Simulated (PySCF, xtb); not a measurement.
CH4AlFS, SMILES C[S][AlH][F].

GFN2-xTB (xtb) at its own geometry gives an orbital gap of 3.71 eV and a dipole moment of 3.03 D.

Geometry: B3LYP-D3(BJ)/def2-SVP. Other conformers were not sampled.

Q: What does ωB97X/def2-TZVP in PySCF give? (The exact figures need the calculation; the answer reports its results.)

A: gap 10.76 eV (levels -9.76 and 0.99 eV), dipole 2.74 D.
